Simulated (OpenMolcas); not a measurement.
## Hf+: effect of the active space

* Program: OpenMolcas 26.06
* Method: CASSCF or its RAS form
* Basis: ANO-RCC-VDZP
* Scalar Hamiltonian: DKH2, point nucleus
* Spin-orbit coupling: RASSI with atomic mean-field integrals over the reference wave functions, term energies averaged over their components

A. 3 electrons in 6 orbitals (5d 6s); 2S+1 = 4 even, 20 roots; 2S+1 = 2 even, 65 roots; cost about 27 core-seconds
B. 3 electrons in 9 orbitals (RAS2 5d 6s; RAS3 6p, at most 2 electrons); 2S+1 = 2 even, 70 roots; 2S+1 = 4 even, 20 roots kept (CI in the orbitals of an earlier block); 2S+1 = 2 odd, 66 roots; 2S+1 = 4 odd, 45 roots kept (CI in the orbitals of an earlier block); cost of the order of 2.6 core-minutes

Energies in cm-1 above 5d 6s2 2D 3/2, the measured ground level; measured values from NIST Handbook of Basic Atomic Spectroscopic Data.

```
               Level      A      B  Measured
5d2 6s 4F 3/2 [68 %]  -2279   2847      3645
5d2 6s 4F 5/2 [71 %]   -710   4224      4905
5d 6s2 2D 3/2 [67 %]    0.0    0.0       0.0
       5d2 6s 4F 7/2   1355   5494      6344
5d 6s2 2D 5/2 [70 %]   2086   2616      3051
       5d2 6s 4F 9/2   3466   7547      8362
       5d2 6s 4P 1/2   8044  11410          
       5d2 6s 4P 3/2   9054  12427          
5d2 6s 4P 5/2 [72 %]  10026  13186     13486
       5d2 6s 2F 5/2  11135  11987          
       5d2 6s 2P 1/2  11428  14408          
          5d3 4F 3/2  13066  16499          
       5d2 6s 2G 9/2  14281  17812          
   5d3 4F 5/2 [72 %]  14335  18246          
          5d3 4F 7/2  16414  19817          
5d2 6s 2D 5/2 [56 %]  16489  17149          
          5d3 4F 9/2  18188  21557          
          5d3 4P 1/2  23166  25985          
          5d3 4P 3/2  23860  26425          
          5d3 4P 5/2  24996  27541          
   5d3 2H 9/2 [54 %]  25175  28631          
          5d3 2G 7/2  26253  28808          
         5d3 2H 11/2  28047  31921          
   5d3 2G 9/2 [53 %]  29554  32705
```

A puts 5d2 6s 4F 3/2 [68 %] lowest.

Deviations, from unrounded energies. A percentage is the sum of absolute deviations over the sum of measured energies, with the sign that they share, or ± where signs differ.

| Against measurement | Levels | A | B |
| --- | --- | --- | --- |
| mean absolute deviation (cm-1) | 6 | 4300 | 650 |
| fine structure of the ground term (%) | 1 | -31.6 | -14.3 |
| other configurations (%) | 5 | -67.7 | -9.4 |

B lies closest to measurement on these levels. The largest miss of B in the table is 5d2 6s 4F 7/2, by -850 cm-1. The ranking rests on the paired levels alone, and a cruder setting can come out closer through cancelling errors.

Between A and B the level of the table that moves most is 5d2 6s 4F 3/2 [68 %], by 5100 cm-1 (lowest in A, highest in B).

Without dynamic correlation excited terms often stand tens of per cent too high (terms of higher spin than the ground term too low), and those without a measured partner can miss by more than the paired ones. Configurations are named by rounded mean occupations; where the s occupation lies near a half they are strongly mixed, a name can repeat and a true partner stay unpaired. A single d shell beside an s shell can misplace configurations of different d count against each other. Some levels mix across a computed gap that differs much from the measured one, so their mixing is not that of the real levels (holds for A). The lowest computed level is not the ground level that NIST lists (2D3/2) (holds for A). The lowest spin-free term belongs to 5d 6s2, not to the configuration of the lowest level (holds for A). Terms from blocks run as CI alone lack orbitals of their own (holds for B). Computed and measured levels are paired by configuration, term and J; levels that our copy of the source lacks, or whose pairing is in doubt (as where it misses far off the trend of its configuration), stay unpaired and out of the deviations. Only configurations of the active space appear. The table leaves out levels that lie high or whose names do not pair safely across all columns.

A share in square brackets marks a mixed level and gives the weight of the term that names it, the lowest over the columns.
